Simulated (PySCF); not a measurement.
## How methods differ on the excitation energy of V⁺

V⁺ [Ar] 3d4 (5D) → V⁺ [Ar] 3d3 4p1 (high-spin determinant), as a difference of total energies. Calculation: PySCF 2.14, in aug-cc-pVDZ-DK (7s6p4d2f, 59 functions); scalar relativity by spin-free X2C-1e. Correlated levels: valence: [Ar] frozen. The calculations carry no spin-orbit coupling.

```json
{"method": "UHF", "excitation energy (eV)": "3.511"}
{"method": "LDA", "excitation energy (eV)": "4.829"}
{"method": "PBE", "excitation energy (eV)": "4.549"}
{"method": "PBE0", "excitation energy (eV)": "4.440"}
{"method": "r2SCAN", "excitation energy (eV)": "4.267"}
{"method": "revPBE", "excitation energy (eV)": "4.495"}
{"method": "M06-2X", "excitation energy (eV)": "4.366"}
{"method": "LC-wPBE", "excitation energy (eV)": "4.761"}
{"method": "B3LYP", "excitation energy (eV)": "4.386"}
{"method": "MP2 (valence)", "excitation energy (eV)": "4.049"}
{"method": "SCS-MP2 (valence)", "excitation energy (eV)": "3.690"}
```

How much does correlation contribute at MP2 (valence)?

4.049 − (3.511) = 0.538 eV, measured against UHF.

A first-order spin-orbit estimate (lowest level to lowest level, LS coupling) adds -0.033 eV.

The determinant of the upper state mixes LS terms, which raises its energy above the lowest term, most at the Hartree-Fock and MP2 levels.
